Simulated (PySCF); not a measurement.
# Polarisability and C₆ of Br⁻ (bromine, charge -1)

[Kr], closed-shell 1S. All numbers are calculated (PySCF 2.14, no relativity, point nucleus, in dyall-av2z (16s12p8d, 92 functions)). Coupled (time-dependent) response in atomic units; α is the mean over directions. A double-zeta set is small for polarisabilities.

| method | mean α (bohr³) | C₆ (like pair) | S(−4) |
| --- | --- | --- | --- |
| UHF | 30.42 | 315.3 | 211.2 |
| PBE0 | 33.17 | 349.8 | 279.1 |
| BP86 | 34.61 | 366.2 | 328.9 |
| B97-3 | 31.98 | 332.5 | 259.8 |

S(−4) is the Cauchy moment in α(ω) = α(0) + S(−4) ω² + …

α(iu) at UHF:

```tsv
u (hartree)	α(iu) (bohr³)
0	30.42
0.0500	29.91
0.100	28.52
0.200	24.51
0.300	20.42
0.500	14.00
0.750	8.964
1.00	6.037
1.50	3.168
2.00	1.922
3.00	0.9222
5.00	0.3609
```

A single London oscillator, α(iu) = α/(1 + u²/ω²), gives C₆ = (3/4) ω α². Matching the computed C₆ needs ω = 4 × 315.3 / (3 × 30.42²) = 0.454 hartree.

For an ion, C₆ is the dispersion term alone; charge-induced terms of lower order in 1/R come first.
